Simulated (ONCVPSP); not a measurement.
# Before and after: ONCV potential for Ca

ONCVPSP 4.0.1 input, shortened (lines: element, Z, core and valence counts, functional; n l f; lmax; l rc ep ncon nbas qcut; lloc lpopt rc5 dvloc0; l nproj debl; icmod fcfact rcfact), PBE, scalar-relativistic:

```
  Ca 20.00    3    3        4      upf
    1    0    2.00
    2    0    2.00
    2    1    6.00
    3    0    2.00
    3    1    6.00
    4    0    2.00
    2
    0    1.80    0.00    3    7    6.20
    1    1.40    0.00    4    7    9.60
    2    1.40    0.33    4    9    6.50
    2    5    1.40    0.00
    0    2    2.50
    1    2    1.70
    2    0    1.50
    3    2.50    1.70
```

In the d channel the program set the typed energies aside and used 0.050 Ha.

Change: d: rc 1.28.

Cutoffs: the cutoffs (Ha) at which the residual kinetic energy of the hardest occupied pseudo-wave falls to 1 and 0.1 mHa per electron; they do not see the model core or the augmentation charge, which bear on the density cutoff. Errors are all-electron minus pseudo energies relative to the spin-unpolarised reference configuration.

Task: Predict the effect on cutoff, ghosts and configuration errors.

Result: The potential gets neither clearly harder nor softer (22 Ha and 32 Ha → 22 Ha and 32 Ha); of the 4 tests that both files solve, the error grows in 0 and shrinks in 1 by more than 15 % and 0.3 meV (median size 1.5 → 1.5 meV); the range in which the s phases agree narrows (upper end at the end of the scan → 2.2); neither file shows a bound ghost.

| quantity | base | changed |
| --- | --- | --- |
| cutoff, loose | 22 Ha | 22 Ha |
| cutoff, tight | 32 Ha | 32 Ha |
| bound ghosts | none | none |
| GHOST(+) flags under 300 eV | s at 279.5 eV | s at 68.5 eV |
| error for 3s2 3p6 4s1, meV [ΔE 6.31 eV] | -0.4 | -0.4 |
| error for 3s2 3p6 4s0, meV [ΔE 18.13 eV] | -2.5 | -2.5 |
| error for 3s2 3p6 4s1.5, meV [ΔE 2.50 eV] | -0.1 | -0.1 |
| error for 3s2 3p6 3d0.5 4s1.5, meV [ΔE 1.05 eV] | -3.9 | -2.6 |
| s: phases at 1.83 bohr within 0.05 rad from the reference energy up to (Ha; the scan ends near 5) | to the end of the scan | 2.2 |
| p: phases at 1.42 bohr within 0.05 rad from the reference energy up to (Ha; the scan ends near 5) | 3.7 | 3.9 |
| rms error of d²Exc/dni dnj with the model core, mHa | 2.16 | 2.16 |
